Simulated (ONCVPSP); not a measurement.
**What one change does to a pseudopotential (Hg, ONCV)**

```
Element                 : Hg
Generator               : ONCVPSP 4.0.1
Type                    : optimised norm-conserving Vanderbilt (ONCV)
Functional              : PBEsol
Relativity              : scalar-relativistic
Frozen core             : [Kr] 4d10 4f14
Valence charge          : 20
Reference configuration : 5s2 5p6 5d10 (charge +2)
Partial waves           : 5s: rc 1.50 bohr, ncon 4, nbas 8, qcut 10.5 1/bohr, 1 projector; 5p: rc 1.35 bohr, ncon 3, nbas 7, qcut 8.5 1/bohr, 2 projectors, debl 1.8 Ha; 5d: rc 2.20 bohr, ncon 4, nbas 8, qcut 6 1/bohr, 2 projectors, debl 3.2 Ha
Local potential         : polynomial inside 1.35 bohr (lpopt 5, dvloc0 2 Ha)
Core correction         : none
```

In the p channel the program set the typed energies aside and used -3.153, 0.250 Ha.

All-electron outer shells of the reference configuration (PBEsol, scalar-relativistic, ld1.x):

```json
{"shell": "4f", "level (eV)": "-115.14", "outermost node (bohr)": "–", "outermost maximum (bohr)": "0.37"}
{"shell": "5p", "level (eV)": "-85.81", "outermost node (bohr)": "0.51", "outermost maximum (bohr)": "0.93"}
{"shell": "5d", "level (eV)": "-28.81", "outermost node (bohr)": "0.55", "outermost maximum (bohr)": "1.15"}
```

Change: p: rc 0.9; local potential polynomial inside 0.90 bohr (lpopt 5, dvloc0 2 Ha).

Cutoffs: the cutoffs (Ha) at which the residual kinetic energy of the hardest occupied pseudo-wave falls to 1 and 0.1 mHa per electron; they do not see the model core or the augmentation charge, which bear on the density cutoff. Errors are all-electron minus pseudo energies relative to the spin-unpolarised reference configuration.

Q: Predict the effect on cutoff, ghosts and configuration errors.

A: The potential gets harder (34 Ha and 40 Ha → 68 Ha and 177 Ha); a bound ghost appears in s, which as a rule spoils a file; the number of tests with a reliable result goes from 4 to 2; the range in which the s phases agree widens (upper end -1.6 → at the end of the scan). A smaller radius makes the pseudo-wave follow the all-electron one further in, where it bends more sharply, so more plane waves are needed.

```csv
quantity,base,changed
"cutoff, loose",34 Ha,68 Ha
"cutoff, tight",40 Ha,177 Ha
loose cutoff by channel,"s 34 Ha, p 28 Ha, d 16 Ha","s 34 Ha, p 68 Ha, d 16 Ha"
bound ghosts,none,s
GHOST(+) flags under 300 eV,none,p at 273.5 eV
tests with a reliable result,4 of 4,2 of 4
"error for 5s2 5p6 5d9, meV [ΔE 35.55 eV]",+16,+18
"error for 5s2 5p6 5d8, meV [ΔE 85.34 eV]",+113,+119
s: phases at 1.52 bohr within 0.05 rad from the reference energy up to (Ha; the scan ends near 5),-1.6,to the end of the scan
d: phases at 2.23 bohr within 0.05 rad from the reference energy up to (Ha; the scan ends near 5),to the end of the scan,to the end of the scan
```

 A true bound ghost makes a file unfit for plane-wave use even where its test errors are small: the radial tests pick states by their node count and pass the ghost by.
